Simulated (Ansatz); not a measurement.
Input for Ansatz (an electronic-structure program): R-CCSD(T)/aug-cc-pVDZ on CH2F4 (a complex), monomers drawn apart or pushed together.

Ansatz 0.2 input:
```yaml
crystal:
  periodic: [false, false, false]
  atoms:
    - {symbol: F, position_ang: [0.25024175, 0.23257027, -0.14423264]}
    - {symbol: H, position_ang: [-0.02466204, 0.91421912, 0.42293237]}
    - {symbol: F, position_ang: [-0.21002151, 1.10133117, 3.25069024]}
    - {symbol: C, position_ang: [0.17425339, -0.07384446, 3.81547403]}
    - {symbol: F, position_ang: [-0.86562464, -0.55697139, 4.49877240]}
    - {symbol: F, position_ang: [1.16804232, 0.18887982, 4.66688344]}
    - {symbol: H, position_ang: [0.49241584, -0.76704651, 3.03819603]}
basis:
  gaussian:
    orbitals: aug-cc-pVDZ
magnetization: {spin_polarized: false}
correlation: {method: ccsd_t, electrons: outside_noble_gas}
scf: {lower_state_search: off}
```

The head of its log:

```
WARN ansatz: RAYON_NUM_THREADS=2 ignored (pool sized by the plan → 2); use --threads N
Functional definition: HF
these checks for a lower state are left out or cut short: stability, starts, cluster_reference, orbital_swaps, neighbouring_geometries, increment
integrals: 0.28 GiB planned
1242 factors; integrals over basis functions are off by at most 6.5e-4 eV
mean field: 0.49 GiB planned
mean field evaluation 1: about -11883.6617 eV, gradient 4.4e1 eV
mean field evaluation 2: about -11883.6719 eV, gradient 4.5e1 eV
mean field evaluation 4: about -11887.2267 eV, gradient 3.0e0 eV
mean field evaluation 8: about -11887.2620 eV, gradient 2.0e-1 eV
mean field -11887.26215308 eV, -436.8488266502 hartree, gradient 3.2e-6 eV, S^2 0.000000; 0 other end points of the search recorded, 0 dependent functions left out
5 core orbitals not correlated
reference -11887.26215308 eV, -436.8488266502 hartree; 17, 17 occupied and 111, 111 virtual orbitals, 1242 factors
```

**Question.** Give the final energy of this run.

**Answer.** -437.8595 hartree (reference determinant -436.8488, T1 diagnostic 0.014).
